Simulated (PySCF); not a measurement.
**YCl at PBEsol**

Level: PBEsol. Y def2-TZVPP with ECP28, Cl def2-TZVPP; scalar-relativistic core potentials (PySCF 2.14).

| Item | Value |
| --- | --- |
| state | ¹Σ⁺ (singlet), closed shell |
| bond length | 2.360 Å |
| harmonic wavenumber | 387 cm⁻¹ |
| force constant | 2.22 mdyn/Å |
| rotational constant Be | 0.1206 cm⁻¹ |
| anharmonicity ωexe | 1.20 cm⁻¹ |
| vibration–rotation constant αe | 0.000507 cm⁻¹ |
| well depth De to Y (4d1 5s2) + Cl | 5.59 eV |
| dissociation energy D0 | 5.57 eV |
| HOMO–LUMO gap | 1.08 eV |
| bond order (Mayer) | 1.38 |
| dipole moment (positive dipole means Y(−)Cl(+)) | -2.17 D |

The metal atom is held in its measured ground configuration; semilocal functionals can put another filling of s and d lower by some tenths of an eV, and De to that atom would be smaller. Spin–orbit coupling is left out, which matters for elements this heavy, above all for dissociation energies.
